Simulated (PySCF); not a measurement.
Ag2, SMILES [Ag][Ag], multiplicity 1. Atoms are numbered in the order given.

```xyz
2

Ag     0.0000     0.0000    -1.2882
Ag     0.0000     0.0000     1.2882
```

The structure is a stationary point at PBE0-D3(BJ)/def2-TZVPD. The spin state was assumed, not searched. The def2 effective core potentials stand for the cores of Ag; spin–orbit coupling is left out.

Level of theory: M06-2X/def2-TZVPD in PySCF.

Computed frontier levels, gap, dipole moment and polarisability:
* **highest occupied level**: -6.10 eV
* **lowest empty level**: -1.86 eV
* **orbital gap**: 4.24 eV
* **dipole moment**: 0.00 D
* **quadrupole, principal values (traceless, Buckingham form, about the centre of nuclear charge)**: -3.75, -3.75, 7.49 D·Å
* **mean static polarisability**: 102.9 bohr³ (15.25 Å³)
* **polarisability, principal values**: 75.9, 75.9, 156.9 bohr³
